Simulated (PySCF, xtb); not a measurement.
Sn(H)3(PH2) (H5PSn), SMILES [PH2][SnH3].

GFN2-xTB (xtb) at its own geometry gives an orbital gap of 4.29 eV and a dipole moment of 1.66 D.

Coordinates come from a PBE-D3(BJ)/def2-TZVP optimisation. The def2 effective core potentials stand for the cores of Sn; spin–orbit coupling is left out.

Question: What does PBE0/def2-TZVPD (PySCF) give? (The exact figures need the calculation; the answer reports its results.)

Answer: gap 6.88 eV (levels -7.53 and -0.65 eV), dipole 0.61 D.
